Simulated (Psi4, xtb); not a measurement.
Intermolecular potential of HCl ··· H4Si (SMILES Cl and [SiH4]). Monomers: optimised at B3LYP-D3(BJ) (def2-TZVP), held rigid. Orientation: a random orientation, not optimised. R is the distance of the centres of mass, along which the second monomer moves.

Geometry at R = 4.35 Å (first 2 atoms: monomer A):
```
7

Cl     0.6410     0.0000     0.0000
H     -0.6410     0.0000     0.0000
Si    -2.1103     0.9947     3.2492
H     -0.8790     1.0259     2.4280
H     -2.1808     2.2182     4.0795
H     -2.0878    -0.1969     4.1272
H     -3.2936     0.9317     2.3620
```

GFN1-xTB (xtb); SCS-MP2/aug-cc-pVTZ = DF-SCS-MP2/aug-cc-pVTZ, frozen core, counterpoise-corrected run with Psi4; CCSD(T)/aug-cc-pVDZ = DF-CCSD(T)/aug-cc-pVDZ, frozen core, counterpoise-corrected run with Psi4.

Interaction energies in kcal/mol:

```json
[
 {"R / Å": "3.77", "GFN1-xTB": "2.25", "SCS-MP2/aug-cc-pVTZ": "3.52"},
 {"R / Å": "3.94", "GFN1-xTB": "0.78", "SCS-MP2/aug-cc-pVTZ": "1.81"},
 {"R / Å": "4.16", "GFN1-xTB": "-0.09", "SCS-MP2/aug-cc-pVTZ": "0.63"},
 {"R / Å": "4.35", "GFN1-xTB": "-0.37", "SCS-MP2/aug-cc-pVTZ": "0.15"},
 {"R / Å": "4.53", "GFN1-xTB": "-0.43", "SCS-MP2/aug-cc-pVTZ": "-0.06"},
 {"R / Å": "4.74", "GFN1-xTB": "-0.41", "SCS-MP2/aug-cc-pVTZ": "-0.16"},
 {"R / Å": "5.07", "GFN1-xTB": "-0.31", "SCS-MP2/aug-cc-pVTZ": "-0.17"},
 {"R / Å": "5.37", "GFN1-xTB": "-0.23", "SCS-MP2/aug-cc-pVTZ": "-0.14"},
 {"R / Å": "5.82", "GFN1-xTB": "-0.15", "SCS-MP2/aug-cc-pVTZ": "-0.09"},
 {"R / Å": "6.59", "GFN1-xTB": "-0.07", "SCS-MP2/aug-cc-pVTZ": "-0.04"},
 {"R / Å": "7.52", "GFN1-xTB": "-0.03", "SCS-MP2/aug-cc-pVTZ": "-0.02"},
 {"R / Å": "8.86", "GFN1-xTB": "-0.01", "SCS-MP2/aug-cc-pVTZ": "-0.01"}
]
```

Question: What does CCSD(T)/aug-cc-pVDZ give at the same points?

Answer: 3.77: 3.73; 3.94: 1.89; 4.16: 0.62; 4.35: 0.10; 4.53: -0.13; 4.74: -0.23; 5.07: -0.22; 5.37: -0.18; 5.82: -0.11; 6.59: -0.05; 7.52: -0.02; 8.86: -0.01 (kcal/mol).
